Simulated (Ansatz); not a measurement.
Molecule: CH6FSi2, net charge -1, singlet state. It need not be the lowest isomer of its formula. Whether it binds its extra electron was not tested at this geometry. 
Coordinates optimised at B3LYP-D3(BJ)/def2-TZVP (Ansatz, a program for electronic structure):
```
C
H 1 1.0894
Si 1 1.7570 2 117.30
F 3 1.6595 1 119.48 2 -80.37
Si 1 1.7868 2 117.24 3 -173.56
H 3 1.4955 4 101.07 1 124.90
H 5 1.4984 1 112.04 2 -175.55
H 3 1.5024 6 107.96 4 -103.48
H 5 1.5121 7 104.63 1 -126.41
H 5 1.5155 7 103.33 9 -104.33
```
Charge -1, spin multiplicity 1.

Basis-set convergence of Hartree-Fock and CCSD correlation energies (hartree) with Ansatz. Correlated levels leave the core frozen unless marked. Spin-orbit coupling is left out. Non-relativistic. This anion needs diffuse functions, which these sets lack.

```
basis        functions       E(HF)  E(corr, CCSD)
-----------  ---------  ----------  -------------
cc-pV(D+d)Z        104  -718.72729       -0.59437
cc-pV(T+d)Z        222  -718.80832       -0.73804
cc-pV(Q+d)Z        418         [?]            [?]
```

Q: What belongs in the gaps?

A: 
- cc-pV(Q+d)Z, E(HF): -718.82990
- cc-pV(Q+d)Z, E(corr, CCSD): -0.78676
